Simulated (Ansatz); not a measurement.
SiH₂SOF₂, closed shell: at the start structure of a reaction step.

The input file, in.yaml:

```yaml
crystal:
  periodic: [false, false, false]
  atoms:
    - {symbol: Si, position_ang: [-0.158725, 0.126371, 0.471529]}
    - {symbol: S, position_ang: [1.598685, -0.893783, -0.076081]}
    - {symbol: O, position_ang: [-1.213808, 0.351475, -0.732084]}
    - {symbol: H, position_ang: [-1.445862, -0.402457, -1.276424]}
    - {symbol: F, position_ang: [0.128114, 1.570853, 1.030691]}
    - {symbol: F, position_ang: [-0.777107, -0.728758, 1.647677]}
    - {symbol: H, position_ang: [1.868702, -0.023801, -1.065407]}
basis:
  gaussian: {orbitals: def2-TZVPP}
hamiltonian: {xc: {name: B2PLYP}}
```

Command:

```bash
ansatz run in.yaml --threads 4 --pin off --events-out ev --progress --plain --max-ram 9574MiB
```

What Ansatz 0.2.0 printed:

```
Functional definition: B2PLYP
  name "B2PLYP"
  cite "Grimme, J. Chem. Phys. 124, 034108 (2006) doi:10.1063/1.2148954"
  cite "Becke, Phys. Rev. A 38, 3098 (1988) doi:10.1103/PhysRevA.38.3098"
  cite "Lee, Yang & Parr, Phys. Rev. B 37, 785 (1988) doi:10.1103/PhysRevB.37.785"
  parameter a = 0.53
  parameter c = 0.27
  exchange = (1 - a)*b88_x + a*exact_x
  correlation = (1 - c)*lyp_c + c*(mp2_os + mp2_ss)
1259 factors; integrals over basis functions are off by at most 8.5e-4 eV
mean field evaluation 1: about -26211.7844 eV, gradient 5.9e1 eV
mean field evaluation 2: about -26211.9293 eV, gradient 5.9e1 eV
mean field evaluation 4: about -26216.9378 eV, gradient 3.1e0 eV
mean field evaluation 8: about -26216.9771 eV, gradient 4.4e-1 eV
mean field evaluation 16: about -26216.9775 eV, gradient 2.0e-4 eV
mean field -26216.97746804 eV, -963.4561514449 hartree, gradient 2.8e-6 eV, S^2 0.000000; 0 other end points of the search recorded, 0 dependent functions left out
13 core orbitals not correlated: weight in the atoms' cores, before any rotation towards them, 1.000 or more for the frozen orbitals, at most 0.000 for the correlated occupied ones
reference -26216.97760348 eV, -963.4561564221 hartree; 16, 16 occupied and 176, 176 virtual orbitals, 1259 factors
second order -33.33591227 eV of doubles, -0.00000000 eV of singles
Total energy: -26225.97829979 eV, -963.7869259107 hartree
```

The lines “mean field evaluation” count trial sets of orbitals through the whole run, from several starts and some on an approximate energy, so they need not fall steadily or lie above the final value.

The run took about 9 s on 4 CPU threads of an AMD EPYC (shared host).
